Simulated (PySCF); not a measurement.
Species: C₅H₉NSi.
Bonds: N1–C2 (triple), C2–Si3, Si3–C4, C4–C5, C5–C6, C6–C7, Si3–C7. Hydrogens: H8 on Si3; H9, H10 on C4; H11, H12 on C5; H13, H14 on C6; H15, H16 on C7.

Level: wB97X-D/def2-SVPD in PySCF, non-relativistic, on one gas-phase PBE0-D3(BJ)/def2-SVP geometry that isn't relaxed in the solvent. The solvent is an IEF-PCM continuum (cavity from Bondi-type radii × 1.2), and excitations are vertical TDDFT with non-equilibrium linear response and a frozen core. Only the electrostatic response of the medium enters.

Gas-phase singlets (H = HOMO, L = LUMO):

```json
{"state": "S1", "E (eV)": "6.934", "λ (nm)": "179", "f": "0.000", "leading configuration": "H→L+1 24%"}
{"state": "S2", "E (eV)": "7.210", "λ (nm)": "172", "f": "0.039", "leading configuration": "H→L 42%"}
{"state": "S3", "E (eV)": "7.229", "λ (nm)": "172", "f": "0.015", "leading configuration": "H→L+1 33%"}
{"state": "S4", "E (eV)": "7.910", "λ (nm)": "157", "f": "0.018", "leading configuration": "H-5→L+1 16%"}
{"state": "S5", "E (eV)": "7.992", "λ (nm)": "155", "f": "0.153", "leading configuration": "H→L 28%"}
```

Task: How does the list change in chloroform (ε = 4.711)?

Result: 
| state | E (eV) | λ (nm) | f | leading configuration | change by rank (eV) |
| --- | --- | --- | --- | --- | --- |
| S1 | 6.929 | 179 | 0.004 | H→L+1 45% | -0.005 |
| S2 | 7.142 | 174 | 0.111 | H→L 55% | -0.068 |
| S3 | 7.220 | 172 | 0.028 | H-1→L 38% | -0.009 |
| S4 | 7.802 | 159 | 0.202 | H→L 27% | -0.108 |
| S5 | 7.857 | 158 | 0.051 | H-7→L+1 31% | -0.135 |

Task: How do the frontier levels move from gas to chloroform?

Result: 
```csv
orbital,gas (eV),solvent (eV),change (eV),"Löwdin shares, gas","Löwdin shares, solvent"
LUMO+2,2.17,2.34,+0.17,"Si3 17 %, C2 15 %, N1 10 %, C5 9 %","Si3 23 %, C2 16 %, C5 7 %, N1 6 %"
LUMO+1,1.45,1.44,-0.01,"Si3 23 %, N1 22 %, C2 22 %, H8 9 %","N1 28 %, C2 28 %, Si3 20 %, H8 8 %"
LUMO,1.31,1.28,-0.03,"C2 25 %, N1 24 %, Si3 23 %, C7 8 %","C2 29 %, N1 27 %, Si3 21 %, C7 6 %"
HOMO,-10.44,-10.21,+0.23,"C7 21 %, C4 21 %, Si3 18 %, N1 8 %","C7 22 %, C4 22 %, Si3 19 %, C6 6 %"
HOMO-1,-10.94,-10.76,+0.18,"Si3 18 %, N1 13 %, H8 13 %, C2 11 %","Si3 20 %, H8 13 %, C6 10 %, C7 10 %"
HOMO-2,-11.48,-11.15,+0.33,"C5 20 %, C6 18 %, H12 12 %, H13 11 %","C5 21 %, C6 20 %, H12 13 %, H13 12 %"
HOMO-3,-11.81,-11.67,+0.14,"N1 30 %, C2 18 %, C6 10 %, C5 9 %","C6 22 %, C5 17 %, C4 11 %, C7 11 %"
```

The HOMO–LUMO gap goes from 11.74 to 11.49 eV. Rows go by rank; for HOMO-3, HOMO-2 and HOMO-1 the atom shares or the degeneracy differ between the runs, so the row needn't follow one orbital.

Hardware: an Intel Xeon at 2.50 GHz with one thread, on a shared host. Cost: 92 s of wall time, 1.1 GiB resident at most. This is the whole response run at wB97X-D/def2-SVPD in chloroform, SCF included.
